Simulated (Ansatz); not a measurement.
Consider the substitution at a C–S bond: `C[S][Ge][NH2]` + `[OH][GeH]([F])[F]` → `C[O][GeH]([F])[F]` + `[NH2][Ge][SH]`.

Isolated molecules relaxed with PBE0-D4/def2-TZVP in Ansatz; ΔE leaves out vibrations. CCSD(T)/CBS is the MP2 limit (def2-TZVPP, def2-QZVPP) plus CCSD(T) − MP2 in def2-TZVPP, frozen cores. DFT in def2-TZVPP. B3LYP here is the variant with VWN-RPA as its local correlation; programs differ in this. For Ge outer-core shells are correlated without core-valence functions, which leaves a few kJ/mol of doubt a bond. Scalar relativity is left out up to krypton. Each species was taken in one conformer, which may not be the lowest.

CCSD(T)/CBS gives +41.5 kJ/mol.

Problem. Another level gave +39.1 kJ/mol. Which?
A. HF/def2-TZVPP
B. MP2/def2-TZVPP
C. B3LYP/def2-TZVPP
D. SCS-MP2/def2-TZVPP

Solution. D. SCS-MP2/def2-TZVPP 39.1, B3LYP 33.7, MP2/def2-TZVPP 45.4, HF/def2-TZVPP 26.1 kJ/mol.

Largest T1 diagnostic among the species: 0.014.

In def2-TZVPP, CCSD(T) changes the Hartree–Fock value by +11.5 kJ/mol (the triples alone add +2.2 kJ/mol) and MP2 by +19.3 kJ/mol.
